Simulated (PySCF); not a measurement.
C₄H₃N₂ (SMILES [c]1cnccn1), doublet, at a GFN2-xTB geometry, with bond 7-3 at 2.4 times its length. Base run: CASSCF(5,6)/6-31G (PySCF).

Here is a job for PySCF.
```python
from pyscf import gto, scf, mcscf
import numpy

mol = gto.Mole()
mol.atom = '''
    C     0.94981962    0.99446275    0.00309143
    N    -0.28982041    1.33304898   -0.00013656
    C    -1.25884528    0.43465061   -0.00323323
    C    -0.88376033   -0.90452720   -0.00286618
    N     0.38711950   -1.25741399    0.00044031
    C     1.33544724   -0.34372978    0.00348783
    H    -3.72501150    1.23768958   -0.00959124
    H    -1.61069132   -1.70419822   -0.00525117
    H     2.36004480   -0.67963519    0.00612822
'''
mol.basis = '6-31g'
mol.spin = 1
mol.verbose = 4
mol.build()

mf = scf.ROHF(mol)
mf.kernel()
mc = mcscf.CASSCF(mf, 6, 5)
mc.fix_spin_(ss=0.75)
mc.kernel()
occ = numpy.linalg.eigvalsh(mc.fcisolver.make_rdm1(mc.ci, mc.ncas, mc.nelecas))[::-1]
ss = mc.fcisolver.spin_square(mc.ci, mc.ncas, mc.nelecas)[0]
print('natural occupations', occ.round(4), ' <S^2>', round(ss, 4))
```

Each row names what was changed in the base input (with any setting that the change needs).

| change | ΔE vs base (kcal/mol) | natural occupations | <S^2> of the state | core-seconds (rough) |
|---|---|---|---|---|
| base | 0.000 | 1.93 1.44 1.00 0.56 0.06 0.01 | 0.75 | 6 |
| solver = newton | 0.000 | 1.93 1.44 1.00 0.56 0.06 0.01 | 0.75 | 5 |
| correction = SC-NEVPT2 | -321.7 | 1.93 1.44 1.00 0.56 0.06 0.01 | 0.75 | 5 |
| active space = 9 electrons, 7 orbitals | -6.75 | 1.99 1.98 1.95 1.44 1.01 0.57 0.06 | 0.75 | 20 |
| orbitals = fixed (CASCI) | 21.18 | 1.94 1.52 1.00 0.49 0.04 0.02 | 0.75 | 1 |
| active space = 7 electrons, 9 orbitals | -23.20 | 1.93 1.91 1.44 1.00 0.56 0.08 0.08 0.00 0.00 | 0.75 | 8 |
| conv_tol = 1e-5 | 0.000 | 1.93 1.44 1.00 0.56 0.06 0.01 | 0.75 | 6 |
| orbitals = fixed (CASCI); correction = SC-NEVPT2 | -327.2 | 1.94 1.52 1.00 0.49 0.04 0.02 | 0.75 | 2 |
| active space = 3 electrons, 5 orbitals | 14.24 | 1.44 1.00 0.56 0.00 0.00 | 0.75 | 7 |
| fix_spin_ = off | 0.000 | 1.93 1.44 1.00 0.56 0.06 0.01 | 0.75 | 7 |
| active space = 7 electrons, 6 orbitals | 2.40 | 1.98 1.96 1.44 1.00 0.56 0.06 | 0.75 | 5 |

Active orbitals are taken around the Fermi level unless the row says otherwise; CASSCF can end in different local minima, and two programs can end on different orbitals. State-averaged rows give the lowest state.

Open shells are given as the SCF converged; they aren't shown to be the lowest states, and a large step between rows can be another state.
